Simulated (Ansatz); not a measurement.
Steps of a relaxation of C2H7SSi, SMILES `C[Si](C)S` radical with UKS PBE0-D4/def2-TZVP.

```sh
$ ansatz run in.yaml --threads 4 --pin off --events-out ev --progress --plain --max-ram 10444MiB
```

```yaml
crystal:
  periodic: [false, false, false]
  atoms:
    - {symbol: C, position_ang: [-0.000637, 1.534721, -0.801838]}
    - {symbol: Si, position_ang: [0.211688, -0.338490, -0.600128]}
    - {symbol: C, position_ang: [0.696562, -0.779030, 1.185238]}
    - {symbol: S, position_ang: [-1.729907, -1.184985, -1.110818]}
    - {symbol: H, position_ang: [-0.308922, 1.795928, -1.833558]}
    - {symbol: H, position_ang: [-0.770245, 1.920446, -0.098751]}
    - {symbol: H, position_ang: [0.955669, 2.053848, -0.587038]}
    - {symbol: H, position_ang: [0.788459, -1.874862, 1.322870]}
    - {symbol: H, position_ang: [1.673602, -0.319893, 1.442398]}
    - {symbol: H, position_ang: [-0.070782, -0.401745, 1.895049]}
    - {symbol: H, position_ang: [-1.380186, -2.463038, -0.792823]}
basis:
  gaussian: {orbitals: def2-TZVP}
magnetization: {spin_polarized: true, initial_magnetization: 1}
hamiltonian: {xc: pbe0, dispersion: d4}
relax: {f_tol: 0.005, max_steps: 150}
```

Positions (Å) and forces (eV/Å) along the path, 6 of 6 steps:

```xyz
11
step=1 energy=-20893.2657 eV
C    -0.001    1.535   -0.802   -0.014    0.208   -0.041
Si    0.212   -0.338   -0.600   -0.330    0.147    0.284
C     0.697   -0.779    1.185    0.059   -0.070    0.178
S    -1.730   -1.185   -1.111    0.497   -0.301    0.210
H    -0.309    1.796   -1.834    0.146   -0.136    0.495
H    -0.770    1.920   -0.099    0.374   -0.204   -0.335
H     0.956    2.054   -0.587   -0.454   -0.255   -0.098
H     0.788   -1.875    1.323   -0.054    0.529   -0.079
H     1.674   -0.320    1.442   -0.471   -0.207   -0.136
H    -0.071   -0.402    1.895    0.368   -0.174   -0.361
H    -1.380   -2.463   -0.793   -0.120    0.462   -0.116
11
step=2 energy=-20893.3091 eV
C    -0.002    1.527   -0.798    0.011    0.005    0.003
Si    0.205   -0.333   -0.589   -0.085    0.085    0.120
C     0.691   -0.777    1.181    0.008    0.004   -0.007
S    -1.714   -1.175   -1.098    0.161   -0.143    0.071
H    -0.310    1.780   -1.819    0.042   -0.044    0.141
H    -0.761    1.910   -0.102    0.104   -0.052   -0.094
H     0.946    2.039   -0.590   -0.131   -0.072   -0.028
H     0.777   -1.862    1.314   -0.016    0.153   -0.026
H     1.659   -0.325    1.431   -0.135   -0.061   -0.036
H    -0.066   -0.400    1.883    0.104   -0.050   -0.096
H    -1.359   -2.441   -0.791   -0.061    0.173   -0.049
11
step=3 energy=-20893.3137 eV
C    -0.001    1.521   -0.793   -0.022   -0.032   -0.007
Si    0.202   -0.331   -0.582    0.033   -0.015    0.027
C     0.691   -0.770    1.178   -0.006    0.005   -0.028
S    -1.706   -1.176   -1.093   -0.039    0.010   -0.014
H    -0.306    1.770   -1.810   -0.004    0.011   -0.011
H    -0.757    1.905   -0.101   -0.006    0.010    0.004
H     0.943    2.031   -0.586    0.011   -0.002    0.002
H     0.776   -1.850    1.308    0.001   -0.013    0.007
H     1.655   -0.319    1.425    0.010    0.003    0.004
H    -0.061   -0.395    1.879   -0.005    0.002    0.011
H    -1.370   -2.444   -0.804    0.027    0.019    0.003
11
step=4 energy=-20893.3137 eV rejected
C    -0.004    1.518   -0.794    0.018   -0.006    0.005
Si    0.199   -0.332   -0.579   -0.009    0.026   -0.018
C     0.689   -0.772    1.179   -0.008    0.000   -0.009
S    -1.711   -1.169   -1.093    0.021   -0.016    0.010
H    -0.311    1.766   -1.811   -0.004    0.002   -0.013
H    -0.757    1.905   -0.101   -0.009    0.006    0.009
H     0.941    2.026   -0.590    0.011    0.018    0.002
H     0.768   -1.852    1.311    0.002   -0.015    0.006
H     1.657   -0.327    1.423    0.013    0.005    0.003
H    -0.058   -0.392    1.882   -0.008    0.004    0.012
H    -1.347   -2.429   -0.806   -0.027   -0.024   -0.006
11
step=5 energy=-20893.3141 eV
C    -0.003    1.520   -0.794   -0.002   -0.003    0.002
Si    0.200   -0.331   -0.579    0.003   -0.005    0.000
C     0.690   -0.771    1.180    0.000    0.003   -0.002
S    -1.710   -1.172   -1.091   -0.004    0.000   -0.002
H    -0.309    1.768   -1.812   -0.001    0.000    0.000
H    -0.758    1.907   -0.102   -0.001    0.002    0.000
H     0.942    2.029   -0.588    0.001    0.000    0.000
H     0.772   -1.851    1.312    0.000   -0.001    0.001
H     1.657   -0.324    1.424    0.001   -0.001    0.000
H    -0.058   -0.393    1.883    0.000    0.000    0.002
H    -1.360   -2.439   -0.812    0.004    0.004    0.000
11
step=6 energy=-20893.3141 eV
C    -0.003    1.520   -0.794    0.000   -0.001    0.000
Si    0.199   -0.331   -0.579    0.003    0.000    0.000
C     0.690   -0.771    1.180   -0.002    0.000   -0.001
S    -1.710   -1.173   -1.092   -0.001    0.001    0.001
H    -0.310    1.767   -1.812    0.000    0.000    0.000
H    -0.757    1.908   -0.102    0.000    0.000    0.000
H     0.942    2.029   -0.589   -0.001    0.000    0.000
H     0.769   -1.851    1.313    0.001   -0.001    0.000
H     1.659   -0.327    1.423    0.000    0.000    0.000
H    -0.056   -0.390    1.884    0.000    0.001    0.000
H    -1.357   -2.439   -0.813    0.000    0.000    0.000
```

It took 14 s on 4 threads of an Intel Xeon 6975P-C on a shared host, with 0.55 GiB of host memory at the peak.
